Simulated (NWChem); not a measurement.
System: BH3; SMILES B

All runs: NWChem. Medium grid unless said otherwise, to which SCAN and Minnesota functionals are sensitive. The geometry was optimised at PBE-D3(BJ)/def2-SVP. Hybrids' shares of exact exchange are those that their runs print; pure functionals count as 0. The functionals differ in more than this share.

```
row                                   share of exact exchange  highest occupied level (eV)
------------------------------------  -----------------------  ---------------------------
PBE/def2-SVP                                             0.00                        -8.35
LDA (Slater exchange, VWN5)/def2-SVP                     0.00                        -8.33
TPSSh/def2-SVP                                           0.10                     withheld
B3LYP/def2-SVP                                           0.20                        -9.60
M06/def2-SVP                                             0.27                        -9.72
MPW1K/def2-SVP                                           0.43                       -10.91
```

**Question.** Fit a straight line of the last column on the one before it, predict the withheld value, and compare with the run.

**Answer.** 
1. Means of the 5 shown rows: x = 0.180, y = -9.382. Slope Σ(x − x̄)(y − ȳ)/Σ(x − x̄)² = -0.7919/0.1358 = -5.831; intercept -8.332.
2. The shown rows scatter about the line by 0.100 (root mean square); the largest residual is +0.19, at M06/def2-SVP.
3. At x = 0.10 (TPSSh/def2-SVP; inside the shown range) the line gives -8.92.
4. The run gives -9.19, -0.27 from the line, 2.7 times the scatter.
